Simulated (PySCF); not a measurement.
Radial density of Er²⁺ (erbium, charge +2)

UHF, [Xe] 4f11 5d1, one real determinant (an excited configuration). Computed with PySCF 2.14 in x2c-TZVPPall (11s7p7d4f2g, 113 functions), with scalar relativity by spin-free X2C-1e.

```json
{"r (bohr)": "0.0246", "4πr²ρ (e/bohr)": "80.74", "4πr²(ρα − ρβ)": "0.0014"}
{"r (bohr)": "0.0414", "4πr²ρ (e/bohr)": "99.71", "4πr²(ρα − ρβ)": "0.0035"}
{"r (bohr)": "0.0696", "4πr²ρ (e/bohr)": "120.2", "4πr²(ρα − ρβ)": "0.0124"}
{"r (bohr)": "0.117", "4πr²ρ (e/bohr)": "92.28", "4πr²(ρα − ρβ)": "0.0988"}
{"r (bohr)": "0.197", "4πr²ρ (e/bohr)": "105.3", "4πr²(ρα − ρβ)": "0.7315"}
{"r (bohr)": "0.331", "4πr²ρ (e/bohr)": "49.64", "4πr²(ρα − ρβ)": "2.9709"}
{"r (bohr)": "0.557", "4πr²ρ (e/bohr)": "55.12", "4πr²(ρα − ρβ)": "4.2129"}
{"r (bohr)": "0.937", "4πr²ρ (e/bohr)": "18.22", "4πr²(ρα − ρβ)": "2.0671"}
{"r (bohr)": "1.58", "4πr²ρ (e/bohr)": "7.279", "4πr²(ρα − ρβ)": "0.7304"}
{"r (bohr)": "2.65", "4πr²ρ (e/bohr)": "0.8662", "4πr²(ρα − ρβ)": "0.3118"}
{"r (bohr)": "4.46", "4πr²ρ (e/bohr)": "0.06655", "4πr²(ρα − ρβ)": "0.0650"}
{"r (bohr)": "7.50", "4πr²ρ (e/bohr)": "7.907e-05", "4πr²(ρα − ρβ)": "0.0001"}
```

Densities and radii are taken from the X2C orbitals without a picture-change correction, which distorts them close to the nucleus.

⟨L²⟩ = 39.68 against 72 for a pure L term, so this real determinant mixes terms. Spin-orbit coupling, absent here, splits the open shell strongly.
